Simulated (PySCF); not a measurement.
Input of a run (PBE0-D3(BJ)/def2-SVP geometry optimisation, gas phase (PySCF 2.14.0)), started from GFN2-xTB:
```
{"job": {"xc": "PBE0", "basis": "def2-SVP", "d3": "d3bj", "grid": 1, "shake": 0.01, "kind": "geom"}, "charge": 0, "multiplicity": 1}
N     -3.407370    -0.645300     0.356690
C     -2.310020    -0.418380     0.234360
C     -0.988710    -0.173440     0.089100
C      0.252370     0.044300    -0.029330
B      1.703990     0.301310    -0.192140
F      2.585360    -0.657820    -0.206460
F      2.198330     1.520240    -0.302160
```

Output (energies in Eh, forces in Eh/bohr):
```
step   0  E = -392.92233546  max force = 0.110079
step   1  E = -392.92879619  max force = 0.014420
step   2  E = -392.92969732  max force = 0.011875
step   3  E = -392.93010236  max force = 0.014978
step   4  E = -392.93171319  max force = 0.006926
step   5  E = -392.93183796  max force = 0.002442
step   6  E = -392.93186082  max force = 0.000940
step   7  E = -392.93185714  max force = 0.001854
step   8  E = -392.93185705  max force = 0.001884
step   9  E = -392.93186140  max force = 0.001073
step  10  E = -392.93186423  max force = 0.000497
step  11  E = -392.93186505  max force = 0.000280
optimisation converged
```

Task: Summarise the run.

Result: The energy falls by 25.0 kJ/mol over 12 energy and gradient evaluations, the largest force component goes from 0.1101 to 2.8e-04 Eh/bohr, and the atoms move by 0.026 Å rms after alignment. The bond that changes most is C4–B5 (alkyne carbon to three-coordinate boron), which lengthens by 0.051 Å. Bonds longer at the end by more than 0.005 Å: 4 of 6; shorter: 2. Among the angles that change most is F6–B5–F7, from 115.2° to 118.9°. The energy rose by more than 1e-6 Eh at step 7. The first step brought 68 % of the lowering.

Task: What are the final bond lengths?

Result: N1≡C2 1.162 Å, C2–C3 1.375 Å, C3≡C4 1.219 Å, C4–B5 1.534 Å, B5–F6 1.310 Å, B5–F7 1.311 Å. Numbering counts from 1 in the input's order; the species is `FB(F)C#CC#N`.

The run used 98 basis functions and 87 SCF cycles in all. Time: 26 s of wall time; peak memory 0.44 GiB. Hardware: one thread of an Arm Neoverse V2, no GPU, shared host.

Stationary, but not proved a minimum.
